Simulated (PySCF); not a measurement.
How methods differ on the excitation energy of I⁺

I⁺ [Kr] 4d10 5s2 5p4 (3P) → I⁺ [Kr] 4d10 5s2 5p3 5d1 (5D), as a difference of total energies. Calculation: PySCF 2.14, in x2c-TZVPPall with one added diffuse shell each of s, p, d, f type (9s7p5d3f, 76 functions); scalar relativity by spin-free X2C-1e. Correlated levels: valence: [Kr] 4d10 frozen; valence and next inner shell: [Ar] 3d10 frozen. The calculations carry no spin-orbit coupling.

| method | excitation energy (eV) |
| --- | --- |
| UHF | 9.606 |
| LDA | 10.295 |
| PBE | 9.954 |
| PBE0 | 10.048 |
| r2SCAN | 10.168 |
| HSE06 | 10.097 |
| wB97X-V | 10.574 |
| B97-3 | 10.236 |
| BLYP | 10.214 |
| MP2 (valence) | 10.005 |
| SCS-MP2 (valence) | 10.142 |
| MP2 (valence and next inner shell) | 10.186 |
| SCS-MP2 (valence and next inner shell) | 10.263 |

Errors of the correlated levels include the incompleteness of this basis and the frozen core.

Question: Which method comes closest to the reference value, and which is furthest?

Answer: The reference is 10.300 eV (measured; NIST levels, between the centres of gravity of the two terms). Closest: LDA (error -0.005 eV); furthest: UHF (error -0.694 eV).
